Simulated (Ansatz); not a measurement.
Calculated with Ansatz (gas phase, PBE0-D4/def2-TZVP geometries, no zero-point term in ΔE). CBS: MP2 limit from def2 TZ/QZ plus the TZ coupled-cluster correction, frozen cores. This one scheme is used for every species. DFT in def2-TZVPP. For Ge outer-core shells are correlated without core-valence functions, which leaves a few kJ/mol of doubt a bond. Scalar relativity is left out up to krypton. Each species was taken in one conformer, which may not be the lowest.

`C[CH2][Ge][Cl]` + H₂ → `[CH3][Ge][Cl]` + CH₄  (hydrogenolysis of a C–C bond)

`C[CH2][Ge][Cl]`:

```xyz
9

C     0.666   -0.522   -0.418
C     0.135    0.378    0.680
Ge   -1.749    1.028    0.673
Cl   -2.424    0.170   -1.234
H     0.581   -0.047   -1.398
H     1.718   -0.773   -0.258
H     0.105   -1.457   -0.473
H     0.247   -0.086    1.672
H     0.721    1.308    0.756
```

H₂:

Z-matrix (Å, degrees):
```
H
H 1 0.746
```

`[CH3][Ge][Cl]`:

Cartesian coordinates in Å:
```
C 0.260 0.446 -0.369
Ge 0.437 -0.501 1.366
Cl -1.325 -1.792 1.109
H 1.056 1.179 -0.509
H -0.711 0.949 -0.411
H 0.283 -0.281 -1.187
```

CH₄:

Cartesian coordinates in Å:
```
C 0.000 0.000 0.000
H 0.046 0.576 0.924
H 0.087 -1.062 0.229
H 0.818 0.299 -0.655
H -0.951 0.187 -0.498
```

```json
{"level": "LDA (SPW92)", "ΔE (kcal/mol)": "-17.2"}
{"level": "HF/def2-TZVPP", "ΔE (kcal/mol)": "-24.3"}
```

What does CCSD(T)/CBS give? (An estimate is asked.)

Computed: -18.4 kcal/mol. The listed levels differ from it by 1.2, -5.9 kcal/mol.

Largest T1 diagnostic among the species: 0.012.

In def2-TZVPP, CCSD(T) changes the Hartree–Fock value by +5.2 kcal/mol (the triples alone add +1.0 kcal/mol) and MP2 by +6.1 kcal/mol. Leaving LDA and LC-ωPBE aside and taking each functional with its dispersion term where it has one, the values, not all of them listed here, spread over 4.0 kcal/mol, from B97M-V to revPBE-D4. LDA lies +2.4 kcal/mol from PBE without D4.
